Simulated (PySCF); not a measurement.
Bi(H)(OH)2 (BiH3O2), SMILES [OH][BiH][OH].

Coordinates come from a PBE-D3(BJ)/def2-TZVP optimisation. The def2 effective core potentials stand for the cores of Bi; spin–orbit coupling is left out. The values are those of a single conformer.

The numbers are results of TDDFT-ωB97X/def2-SVPD in PySCF, not measurements.

Vertical excitations. The molecule is in vacuum. State labels are in the subgroup Cs.

```tsv
state	symmetry	energy (eV)	λ (nm)	f	main pairs
S1	A'	5.98	207	0.001	HOMO→LUMO 75 %, HOMO−1→LUMO 13 %
S2	A"	6.04	205	0.012	HOMO→LUMO+1 87 %
S3	A"	6.15	202	0.000	HOMO−2→LUMO 56 %, HOMO−1→LUMO+1 26 %, HOMO→LUMO+1 10 %
S4	A'	6.22	199	0.066	HOMO−1→LUMO 48 %, HOMO−2→LUMO+1 25 %, HOMO→LUMO 16 %
S5	A'	6.48	191	0.020	HOMO−2→LUMO+1 63 %, HOMO−1→LUMO 32 %
S6	A"	7.16	173	0.070	HOMO−1→LUMO+1 45 %, HOMO−3→LUMO 28 %, HOMO−2→LUMO 16 %
S7	A'	7.29	170	0.363	HOMO→LUMO+2 81 %
S8	A"	7.36	169	0.139	HOMO−3→LUMO 53 %, HOMO−2→LUMO+2 23 %, HOMO−2→LUMO 9 %
S9	A'	7.53	165	0.013	HOMO−1→LUMO+2 75 %
S10	A"	7.60	163	0.134	HOMO−4→LUMO+1 45 %, HOMO−2→LUMO+2 33 %
T1	A'	5.34	232	0	HOMO→LUMO 90 %
T2	A"	5.50	225	0	HOMO→LUMO+1 79 %
T3	A"	5.63	220	0	HOMO−2→LUMO 67 %, HOMO−1→LUMO+1 17 %
T4	A'	5.71	217	0	HOMO−1→LUMO 76 %
```
Triplets are in the Tamm–Dancoff approximation, which puts them higher than full response would, so one can lie above its singlet here.
